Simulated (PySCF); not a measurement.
Electronic structure of Sn⁻ (tin, charge -1) at the UHF level

Configuration: [Kr] 4d10 5s2 5p3, high-spin 4S determinant. Computed with PySCF 2.14 in x2c-QZVPPall with one added diffuse shell each of s, p, d, f type (14s10p8d5f1g, 128 functions), with the spin-free X2C one-electron Hamiltonian (Gaussian nucleus).

| Quantity | Value |
| --- | --- |
| Total energy | -6173.865102 hartree |
| One-electron energy | -8502.1691 hartree |
| Hartree (Coulomb) energy | 2492.4673 hartree |
| Exchange energy | -164.1633 hartree |
| ⟨S²⟩ | 3.7548 |
| ⟨L²⟩ | 0.000 |
| Sum of ⟨r⟩ | 40.97 bohr |
| Sum of ⟨r²⟩ | 88.69 bohr² |
| Langevin diamagnetic susceptibility | -70.2 ×10⁻⁶ cm³/mol |

```csv
shell,electrons,mean orbital energy (hartree),"rms radius, mean of both spins (bohr)"
1s α,1,-1078.22302,0.0333
1s β,1,-1078.22074,0.0333
2s β,1,-165.99115,0.136
2s α,1,-165.99102,0.136
2p α,3,-148.81546,0.121
2p β,3,-148.81386,0.121
3s α,1,-33.31641,0.361
3s β,1,-33.31433,0.361
3p α,3,-27.55144,0.362
3p β,3,-27.54765,0.362
3d α,5,-18.65803,0.341
3d β,5,-18.65737,0.341
4s α,1,-5.65332,0.874
4s β,1,-5.64856,0.874
4p α,3,-3.82187,0.950
4p β,3,-3.81536,0.950
4d α,5,-1.07946,1.19
4d β,5,-1.07363,1.19
5s α,1,-0.37702,2.78
5s β,1,-0.21119,2.78
5p α,3,-0.05839,4.08
```

Densities and radii are taken from the X2C orbitals without a picture-change correction, which distorts them close to the nucleus.

Spin-orbit constants ζ (cm⁻¹) from the X2C one-electron operator on these orbitals: bare nucleus, nucleus screened by l(l+1)(2l+1)/3 electrons, and screened by the Breit-Pauli mean field of the electrons.

```tsv
shell	bare	screened nucleus	mean field
2p	1234000	1184000	n/a
3p	228400	219300	n/a
3d	34320	27460	n/a
4p	38680	37130	n/a
4d	3989	3191	n/a
5p	1584	1520	n/a
```
